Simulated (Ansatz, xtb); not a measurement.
Relative energy of two isomers of C5H3ClOS

Structure I is `O=C(Cl)c1cccs1`, a singlet and structure II is `O=c1ccsc(Cl)c1`, a singlet. Both are isolated molecules in the gas phase, relaxed with r2SCAN-D4/def2-SVP; the shapes shown needn't be the lowest conformers.

I (Å):

```xyz
11

C    -2.0592   -0.7036   -0.3763
C    -0.6409   -0.7833   -0.0649
C     0.0526   -0.5054    1.1045
C     1.4432   -0.7202    0.9710
C     1.7884   -1.1573   -0.2944
Cl   -3.0498   -0.1402    1.0345
O    -2.5797   -0.9638   -1.4185
S     0.4335   -1.3110   -1.3296
H    -0.4477   -0.1610    2.0104
H     2.1697   -0.5618    1.7700
H     2.7852   -1.3976   -0.6673
```

II (Å):

```xyz
11

C    -0.9237   -0.6936   -0.5865
C    -1.2290   -0.4838    0.8367
C    -0.3275   -0.5317    1.8444
C     1.5009   -1.0603   -0.0430
C     0.4798   -0.9781   -0.9300
Cl    3.1277   -1.4007   -0.5390
O    -1.7913   -0.6357   -1.4515
S     1.3702   -0.8480    1.6822
H    -2.2777   -0.2740    1.0684
H    -0.6153   -0.3668    2.8882
H     0.6897   -1.1315   -1.9922
```

Quicker runs give these differences E(II) − E(I): GFN2-xTB +16.6 kcal/mol; HF/STO-3G +17.4 kcal/mol (at GFN2-xTB geometries); r2SCAN-D4/def2-SVP//GFN2-xTB +19.3 kcal/mol.

Problem. Estimate E(II) − E(I) at the level CCSD(T)/def2-SVP + ΔMP2/def2-TZVPP.

Solution. Calculated at CCSD(T)/def2-SVP + ΔMP2/def2-TZVPP: E(II) − E(I) = +17.2 kcal/mol, so structure I lies lower.

The same difference at several levels:

```tsv
level	geometry	E(II) − E(I) (kcal/mol)	departure from the last row (kcal/mol)	job, with rough time for the two
GFN2-xTB	GFN2-xTB	+16.6	−0.6	optimisation, 0.17 s
HF/STO-3G	GFN2-xTB	+17.4	+0.2	single point, 0.44 s
r2SCAN-D4/def2-SVP//GFN2-xTB	GFN2-xTB	+19.3	+2.2	single point, 3.6 s
r2SCAN-D4/def2-SVP	r2SCAN-D4/def2-SVP	+19.9	+2.7	optimisation, 29 s
HF/def2-SVP	r2SCAN-D4/def2-SVP	+15.5	−1.7	part of the CCSD(T) run
MP2/def2-SVP	r2SCAN-D4/def2-SVP	+22.9	+5.7	part of the CCSD(T) run
CCSD(T)/def2-SVP	r2SCAN-D4/def2-SVP	+19.0	+1.8	single point
CCSD(T)/def2-SVP + ΔMP2/def2-TZVPP	r2SCAN-D4/def2-SVP	+17.2		single point, 59 s
```

As drawn, II has 1 C–C, 2 C=C, 2 C–S in place of 3 C∷C, 2 C∷S (∷ is an aromatic bond). Structure I has a 5-membered ring (with an aromatic ring), II a 6-membered ring.

The levels shown agree on the order. The largest departure from CCSD(T)/def2-SVP + ΔMP2/def2-TZVPP is that of MP2/def2-SVP, 5.7 kcal/mol. The last row adds to CCSD(T) the change of the MP2 difference between the two basis sets, here −1.8 kcal/mol.

With thermal terms from frequencies at re-optimised GFN2-xTB minima (ideal gas, soft modes damped towards free rotors, one conformer each, 298.15 K, 1 atm): the zero-point term adds −0.3 kcal/mol; ΔH is +16.9 and ΔG +17.0 kcal/mol.

The correlated steps freeze 16 core orbitals. Run with Ansatz 0.2.0, xtb 6.7.1; the last row on 4 threads of Arm Neoverse V1 on a shared host.
